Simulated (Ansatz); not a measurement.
Basis-set extrapolation for C2H9NSSi, SMILES `CNC([SiH3])S` (PBE0-D4/def2-TZVP geometry, frozen core, Ansatz 0.2.0). Multiplicity 1, RHF reference.

|  | def2-TZVPP | def2-QZVPP |
| --- | --- | --- |
| HF | -821.937663 | -821.964637 |
| MP2 correlation | -0.873861 | -0.936149 |
| CCSD(T) correlation | -0.976115 | not run |

Energies in hartree. Use E(X) = E(∞) + A·exp(−7.88·√X) for Hartree–Fock and E(X) = E(∞) + B·X^(−2.97) for correlation, with X = 3 and 4, and add CCSD(T) minus MP2 of the smaller set to the MP2 limit.

Question: What is the CCSD(T) energy at the basis-set limit?

Answer: HF limit: -821.964637 + (-0.026974) × 0.13774 = -821.96835. MP2 limit: -0.936149 + (-0.062288) × 0.74074 = -0.98229. Higher-order term: -0.976115 − (-0.873861) = -0.10225. Total: -823.05289 hartree, 365.2 kJ/mol below CCSD(T)/def2-TZVPP.
